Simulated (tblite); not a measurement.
C₄H₁₀NOSi (doublet state).
SMILES with atom numbers: `[CH2:1][C@@H:2]1[CH2:3][Si@@:4]([CH3:5])([NH2:6])[O:7]1` (hydrogens: H8, H9 on C1; H10 on C2; H11, H12 on C3; H13, H14, H15 on C5; H16, H17 on N6)

A start from a force field or distance geometry was refined with tblite, GFN2-xTB geometry optimisation, gas phase. Values at the start:

```tsv
coordinate	start
C1–C2	1.480 Å
C1–H8	1.079 Å
C2–C3	1.538 Å
C2–O7	1.461 Å
C2–H10	1.106 Å
C3–Si4	1.829 Å
C3–H11	1.100 Å
C3–H12	1.093 Å
Si4–C5	1.810 Å
Si4–N6	1.692 Å
Si4–O7	1.655 Å
C5–H13	1.095 Å
N6–H16	1.030 Å
N6–H17	1.022 Å
C1–C2–O7	113.8°
C2–C3–Si4	84.9°
C2–O7–Si4	94.0°
C3–C2–O7	97.6°
C3–Si4–C5	116.2°
C3–Si4–O7	80.6°
C5–Si4–N6	115.5°
N6–Si4–O7	105.3°
C1–C2–C3–Si4	-134°
C1–C2–O7–Si4	136°
C2–C3–Si4–C5	127°
C3–Si4–O7–C2	-12°
```

Q: How do these coordinates change at the GFN2-xTB level?

A: 
| coordinate | GFN2-xTB (Å or °) | change |
| --- | --- | --- |
| Si4–C5 | 1.892 | +0.082 |
| C3–Si4 | 1.910 | +0.081 |
| Si4–N6 | 1.719 | +0.027 |
| N6–H16 | 1.003 | -0.027 |
| C1–C2 | 1.453 | -0.027 |
| C2–C3 | 1.561 | +0.023 |
| C2–O7 | 1.439 | -0.022 |
| N6–H17 | 1.006 | -0.016 |
| C3–H11 | 1.085 | -0.015 |
| C2–H10 | 1.095 | -0.011 |
| C5–H13 | 1.084 | -0.011 |
| C3–H12 | 1.084 | -0.009 |
| C1–H8 | 1.071 | -0.008 |
| Si4–O7 | 1.659 | +0.004 |
| N6–Si4–O7 | 112.9 | +7.6 |
| C5–Si4–N6 | 110.1 | -5.4 |
| C2–O7–Si4 | 97.3 | +3.3 |
| C3–Si4–C5 | 118.3 | +2.1 |
| C3–C2–O7 | 99.5 | +1.9 |
| C1–C2–O7 | 112.4 | -1.4 |
| C2–C3–Si4 | 83.7 | -1.2 |
| C3–Si4–O7 | 79.5 | -1.1 |
| C1–C2–O7–Si4 | 120 | -16 |
| C1–C2–C3–Si4 | -119 | +15 |
| C3–Si4–O7–C2 | 1 | +13 |
| C2–C3–Si4–C5 | 115 | -12 |

The energy falls by 13.9 kcal/mol over 108 L-BFGS steps, the largest force on an atom goes from 2.48 to 0.008 eV/Å, and the atoms move by 0.463 Å rms after alignment. Among the bonds, C3–Si4 and Si4–C5 change most and about equally (+0.081 to +0.082 Å). Bonds longer at the end by more than 0.005 Å: 4 of 17; shorter: 11. Among the dihedrals that turn most is C3–Si4–N6–H16, from 166° to -137°. Rotational constants go from 3926, 1650, 1471 to 3772, 1632, 1432 MHz.

Its GFN2-xTB frequencies are all real (lowest 66 cm⁻¹). 2 starts were optimised and ended at 0.00 and 0.28 kcal/mol (GFN2-xTB); the lowest of these is shown.

One conformer stands for the species.

These are computed values.
